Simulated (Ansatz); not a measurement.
Calculated with Ansatz (gas phase, PBE0-D4/def2-TZVP geometries, no zero-point term in ΔE). CCSD(T)/CBS is the MP2 limit (def2-TZVPP, def2-QZVPP) plus CCSD(T) − MP2 in def2-TZVPP, frozen cores. This one scheme is used for every species, atoms too. Functionals use def2-TZVPP. Open shells (•) are unrestricted, without spin–orbit coupling. Spin–orbit coupling would lower the free atoms: a little for B, C, O, Si. One conformer a species, not always the lowest.

Reaction (atomization): `BCC(O)[SiH3]` → B• + 2 C• + 9 H• + O• + Si•

`BCC(O)[SiH3]`:

```xyz
14

B     2.150   -0.827    0.146
C     0.723   -0.631   -0.444
C    -0.128    0.400    0.277
O    -0.273   -0.083    1.617
Si   -1.832    0.660   -0.518
H     2.775   -1.821   -0.089
H     2.671    0.048    0.776
H     0.184   -1.580   -0.546
H     0.910   -0.303   -1.482
H     0.423    1.354    0.281
H    -0.726    0.582    2.142
H    -2.526   -0.647   -0.664
H    -1.700    1.301   -1.855
H    -2.651    1.546    0.358
```

**Question.** What is ΔE at CCSD(T)/CBS? (Best estimate.)

**Answer.** The calculation gave: +51.36 eV.

**Question.** What do these levels give: PBE0-D4, ωB97X-V, MP2/def2-TZVPP, CCSD/def2-TZVPP, HF/CBS(def2), CCSD/CBS(def2)? (Best estimate.)

**Answer.** The calculation gave: PBE0-D4 51.38, ωB97X-V 51.60, MP2/def2-TZVPP 50.63, CCSD/def2-TZVPP 49.58, HF/CBS(def2) 38.61, CCSD/CBS(def2) 50.77 eV.

Largest T1 diagnostic among the species: 0.014.

From PBE to PBE0 (25 % exact exchange), in def2-TZVPP and without D4, ΔE moves by −0.54 eV: exact exchange takes away binding that semilocal exchange gives to molecules. The D4 term adds +0.45 eV with B3LYP and +0.24 eV with PBE0; it sums over pairs of atoms, weighted by their polarisabilities, and B3LYP, whose exchange is more repulsive, gets the larger term. In def2-TZVPP, CCSD(T) changes the Hartree–Fock value by +11.62 eV (the triples alone add +0.59 eV) and MP2 by +12.08 eV; breaking electron pairs costs correlation energy, which Hartree–Fock lacks.

B3LYP here is the variant with VWN-RPA as its local correlation; programs differ in this.

For atomizations the MP2-based limit and the directly extrapolated one differ by several kJ/mol either way, and by 10 to 25 for some Ge, Se and Sn compounds, so smaller differences from it don't rank the levels.
